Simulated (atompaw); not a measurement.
# terbium (Tb): PAW (atompaw) pseudisation with PBE, scalar-relativistic reference atom.

atompaw 4.2.0.5 input, output lines left out:

```
Tb 65
GGA-PBE scalarrelativistic loggrid 2001 logderivrange -2 5 176
6 6 5 4 0 0
6 1 0
5 2 1
4 3 8
0 0 0
c
c
c
c
c
v
c
c
c
c
v
c
c
v
c
3
3.00 2.80 1.95 2.10
y
0.35
n
y
2.6
n
y
0.8
n
y
0.45
n
custom polynom2 7 10 vanderbiltortho sinc
bessel
3.00
3.00
3.00
3.00
3.00
2.80
3.00
```

All-electron outer shells of the reference configuration (PBE, scalar-relativistic, ld1.x):

```json
{"shell": "5p", "level (eV)": "-27.89", "outermost node (bohr)": "0.69", "outermost maximum (bohr)": "1.33"}
{"shell": "4f", "level (eV)": "-8.97", "outermost node (bohr)": "–", "outermost maximum (bohr)": "0.55"}
{"shell": "6s", "level (eV)": "-4.19", "outermost node (bohr)": "1.57", "outermost maximum (bohr)": "3.32"}
{"shell": "5d", "level (eV)": "-2.42", "outermost node (bohr)": "0.77", "outermost maximum (bohr)": "1.94"}
{"shell": "6p", "level (eV)": "-1.33", "outermost node (bohr)": "1.89", "outermost maximum (bohr)": "4.54"}
```

Results:

- Cutoffs needed: 10 Ry and 21 Ry (the cutoffs (Ry, on a coarse ladder) from which the occupation-weighted sum of valence levels, in a spherical-Bessel basis at the reference potential, stays within 10 and 1 mRy of its value at 400 Ry)
- Ghost test: no extra level below or beside the all-electron valence levels (s, p, d, f tested) (spherical-Bessel basis up to 400 Ry, 20 bohr box)
- Lowest eigenvalue of the overlap operator: 0.41 (s channel)
- Overlap eigenvalues printed by atompaw (projector basis): 0.0945, 0.3, 7.29, 24.4, 474, 529, 1.14e+03
- Share of each valence orbital outside the PAW sphere: 6s 74 %, 6p 93 %, 5d 36 %

Generation and tests took about 20 s on one core of a shared server CPU.
